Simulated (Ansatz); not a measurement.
C4H11B can be A, `BC(C)CC`, or B, `BCC(C)C`.

Program: Ansatz. Geometries: PBE0-D4/def2-TZVP. ΔE: electronic, gas phase. CBS: MP2 limit from def2 TZ/QZ plus the TZ coupled-cluster correction, frozen cores. Functionals use def2-TZVPP. B3LYP here is the variant with VWN-RPA as its local correlation; programs differ in this. One conformer a species, not always the lowest.

**Question.** Which isomer does CCSD(T)/CBS put lower? Give the gap. (An estimate is asked.)

**Answer.** The calculation gave: B, by 11.2 kJ/mol.

**Question.** Give E(B) − E(A) in kJ/mol with ωB97M-V, MP2/def2-TZVPP, B2PLYP, BLYP-D4, HF/def2-TZVPP, B3LYP-D4, r2SCAN-D4. (An estimate is asked.)

**Answer.** Computed: ωB97M-V -12.0, MP2/def2-TZVPP -10.5, B2PLYP -11.0, BLYP-D4 -10.6, HF/def2-TZVPP -11.8, B3LYP-D4 -11.1, r2SCAN-D4 -11.6. None reverses the order clearly.

**Question.** Does the order hold for the free energy at 298.15 K (harmonic terms from PBE0-D4)? (Estimate.)

**Answer.** Computed: Yes: G(B) − G(A) = -12.3 kJ/mol, for one conformer each.

Largest T1 diagnostic: 0.009.

Leaving LDA and LC-ωPBE aside and taking each functional with its dispersion term where it has one, the values, not all of them listed here, spread over 3.9 kJ/mol, from B97M-V to revPBE-D4.
